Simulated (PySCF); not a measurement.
C₆H₁₁BS.
Atom-mapped SMILES: `[CH3:1][S:2][CH:3]=[C:4]=[CH:5][B:6]([CH3:7])[CH3:8]` (hydrogens: H9, H10, H11 on C1; H12 on C3; H13 on C5; H14, H15, H16 on C7; H17, H18, H19 on C8)

Method: PBE0-D3(BJ)/def2-SVP geometry optimisation, gas phase (PySCF); density fitting, grid level 2; the optimiser is geomeTRIC in internal coordinates, started from a GFN2-xTB structure.

Geometry at step 1:
```
atom  x, y, z in Å
C1      2.6980    0.7787   -0.3008
S2      3.2588   -0.3335    0.9957
C3      1.8108   -1.3001    1.2463
C4      0.6816   -1.2133    0.5873
C5     -0.4585   -1.0579   -0.0574
B6     -1.5213   -0.0007    0.3945
C7     -2.8457    0.1452   -0.4395
C8     -1.2612    0.9064    1.6493
H9      1.8302    1.3650    0.0397
H10     2.4244    0.2220   -1.2102
H11     3.5331    1.4584   -0.5241
H12     1.9128   -2.0252    2.0668
H13    -0.6289   -1.6736   -0.9547
H14    -2.7565   -0.1741   -1.4899
H15    -3.2830    1.1557   -0.4045
H16    -3.5966   -0.5268    0.0243
H17    -0.9257    1.8962    1.2795
H18    -0.4803    0.5385    2.3315
H19    -2.1809    1.1074    2.2236
```

**Question.** What forces act on the atoms?

**Answer.** 
| atom | Fx (eV/Å) | Fy (eV/Å) | Fz (eV/Å) |
| --- | --- | --- | --- |
| C1 | -0.065 | 0.057 | -0.042 |
| S2 | 0.065 | 0.001 | -0.011 |
| C3 | -0.076 | -0.101 | 0.162 |
| C4 | 0.085 | -0.010 | -0.042 |
| C5 | -0.044 | -0.005 | -0.021 |
| B6 | -0.002 | -0.041 | 0.004 |
| C7 | -0.073 | 0.025 | -0.061 |
| C8 | 0.009 | 0.073 | 0.075 |
| H9 | 0.042 | -0.007 | -0.018 |
| H10 | 0.026 | 0.020 | 0.020 |
| H11 | -0.023 | -0.047 | 0.021 |
| H12 | -0.001 | 0.072 | -0.092 |
| H13 | 0.011 | 0.019 | 0.021 |
| H14 | 0.007 | -0.006 | 0.017 |
| H15 | 0.003 | -0.014 | 0.021 |
| H16 | 0.052 | 0.017 | 0.008 |
| H17 | -0.026 | -0.042 | -0.006 |
| H18 | 0.008 | -0.006 | -0.023 |
| H19 | 0.005 | -0.005 | -0.033 |

The largest, 0.21 eV/Å, acts on C3; the rms over all components is 0.046 eV/Å. The forces sum to zero within rounding, as they must for an isolated molecule in no field.

**Question.** Give the force on C3 in Eh/bohr and in nN.

**Answer.** 0.205 eV/Å ÷ 51.422 = 0.00399 Eh/bohr, and 0.205 eV/Å × 1.602 = 0.33 nN.

**Question.** How far is this geometry from the end of the optimisation?

**Answer.** 0.004 eV above it, and 0.114 Å rms away after alignment. The bonds farthest from their final lengths, with half the difference of the two atoms' forces along the bond (positive lengthens):

```json
{"bond": "C3–H12", "now (Å)": "1.100", "final (Å)": "1.096", "force along bond (eV/Å)": "-0.15"}
{"bond": "S2–C3", "now (Å)": "1.759", "final (Å)": "1.761", "force along bond (eV/Å)": "+0.10"}
{"bond": "C1–S2", "now (Å)": "1.798", "final (Å)": "1.799", "force along bond (eV/Å)": "+0.05"}
```

The angle farthest from its final value is B6–C7–H16, 107.0° against 105.8°.

The cost below is that of the whole optimisation. The run took 1.8 min of wall time on Arm Neoverse V1, one thread, shared host with 64 logical CPUs at a one-minute load of 23, and the process peaked at 0.86 GiB of memory.
